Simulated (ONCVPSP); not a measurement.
## An all-electron radial function and its pseudo partner (lithium)

Columns: radius, all-electron u(r) and pseudo u(r) of the 1s shell (level -51.11 eV) of lithium in the configuration 1s2 2s1; LDA (Perdew-Wang 92), scalar-relativistic, ONCV scheme, ONCVPSP 4.0.1.

```csv
r (bohr),all-electron,pseudo
0.065,0.4899,0.2682
0.130,0.8096,0.5223
0.195,1.0064,0.7492
0.260,1.1157,0.9374
0.325,1.1632,1.0787
0.390,1.1680,1.1700
0.455,1.1436,1.2128
0.520,1.0997,1.2123
0.585,1.0433,1.1759
0.650,0.9798,1.1119
0.715,0.9127,1.0288
0.780,0.8446,0.9347
0.845,0.7773,0.8381
0.910,0.7122,0.7466
0.975,0.6501,0.6654
1.040,0.5915,0.5962
1.105,0.5366,0.5373
1.170,0.4857,0.4857
1.235,0.4387,0.4387
1.300,0.3955,0.3955
1.365,0.3561,0.3560
1.430,0.3201,0.3200
1.495,0.2874,0.2873
1.560,0.2577,0.2577
1.625,0.2309,0.2309
1.690,0.2067,0.2067
```

Problem. How many radial nodes do the two functions have?

Solution. The all-electron 1s function has n − l − 1 = 0; the pseudo-wave has 0.

Problem. At about which radius was the pseudo-wave matched?

Solution. 1.20 bohr, where the columns begin to agree (steps of 0.07 bohr).

Problem. Is the pseudo-wave norm-conserving?

Solution. Yes: the ONCV scheme keeps the norm inside the radius equal to the all-electron one, which fixes the energy derivative of the logarithmic derivative at the level.
